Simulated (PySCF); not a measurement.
# Broadened absorption spectrum of C6H7NO

Species: C₆H₇NO.
Z-matrix (Å and degrees, PBE0-D3(BJ)/def2-SVP geometry), rows numbered from 1:
```
O 
N   1  1.3878
C   2  1.3970  1  114.59
C   3  1.3999  2  121.62  1    23.53
C   4  1.3926  3  119.84  2   176.41
C   5  1.3936  4  121.03  3    -0.05
C   6  1.3956  5  118.99  4     0.31
C   7  1.3902  6  120.63  5    -0.15
H   1  0.9646  2  104.05  3  -116.90
H   2  1.0175  1  108.42  3  -126.82
H   4  1.0897  3  118.96  2    -4.55
H   5  1.0931  4  119.04  3   179.70
H   6  1.0918  5  120.55  4   179.99
H   7  1.0929  6  120.10  5   179.59
H   8  1.0938  3  119.66  2     3.26
```

The calculation used TDDFT CAM-B3LYP/def2-SVPD, vertical, gas phase, core orbitals frozen in the response in PySCF.

Computed states:

```json
{"state": "S1", "E (eV)": "4.98", "f": "0.029"}
{"state": "S2", "E (eV)": "5.57", "f": "0.111"}
{"state": "S3", "E (eV)": "5.82", "f": "0.027"}
{"state": "S4", "E (eV)": "6.25", "f": "0.0017"}
{"state": "S5", "E (eV)": "6.60", "f": "0.0055"}
{"state": "S6", "E (eV)": "6.77", "f": "0.257"}
{"state": "S7", "E (eV)": "6.82", "f": "0.583"}
{"state": "S8", "E (eV)": "7.22", "f": "0.014"}
{"state": "S9", "E (eV)": "7.30", "f": "0.0039"}
{"state": "S10", "E (eV)": "7.42", "f": "0.030"}
```

Broadening: Gaussians 0.25 eV wide at half height, area fixed by f = 4.319×10⁻⁹ ∫ε dν̃. The width is an assumption, not a result. The curve ends short of the highest state used, and states not computed would add to its high-energy end.

Question: Give the broadened spectrum and its maxima.

Answer: 
```tsv
λ (nm)	ε (L mol⁻¹ cm⁻¹)
181.8	87452
183.8	77022
185.8	43731
187.9	15759
189.9	4233
191.9	917
194.0	226
196.0	167
198.0	190
200.1	174
202.1	143
204.1	207
206.2	557
208.2	1281
210.2	2272
212.3	3272
214.3	4172
216.3	5581
218.4	8079
220.4	10747
222.4	12132
224.5	11117
226.5	8300
228.6	4936
230.6	2482
232.6	1055
234.7	403
236.7	270
238.7	441
240.8	899
242.8	1557
244.8	2298
246.9	2924
248.9	3155
250.9	2953
253.0	2381
255.0	1700
257.0	1073
259.1	584
261.1	292
263.1	131
265.2	51
267.2	19
269.2	6
```

Maxima: 249 nm (4.98 eV), ε about 3200, made up of S1 (100%); 223 nm (5.57 eV), ε about 12000, made up of S2 (98%); 198 nm (6.25 eV), ε about 190, made up of S4 (98%); 182 nm (6.80 eV), ε about 88000, made up of S6 (30%) and S7 (70%) (ε in L mol⁻¹ cm⁻¹; maxima over ε = 5, shares over 10%).

Question: Coming from long wavelengths, where does ε first pass 100 L mol⁻¹ cm⁻¹?

Answer: At about 264 nm (4.70 eV), 0.28 eV below S1.

Question: What would ε be at 6.80 eV, the highest of these maxima, with half the width (0.125 eV)?

Answer: About 164000 L mol⁻¹ cm⁻¹ against 88500, a factor of about 1.9; a lone state at its own centre would give exactly 2.

Question: On this curve, what absorbance would a 10⁻⁴ mol/L sample give at 193 nm over a 1 cm path?

Answer: 193 nm is 6.424 eV, where ε is about 400 L mol⁻¹ cm⁻¹, so A = ε c l ≈ 0.04 (Beer–Lambert, with the gas-phase spectrum and the assumed width).

All these states lie below the vertical ionisation energy of 8.06 eV (ΔSCF).

One conformer stands for the species.
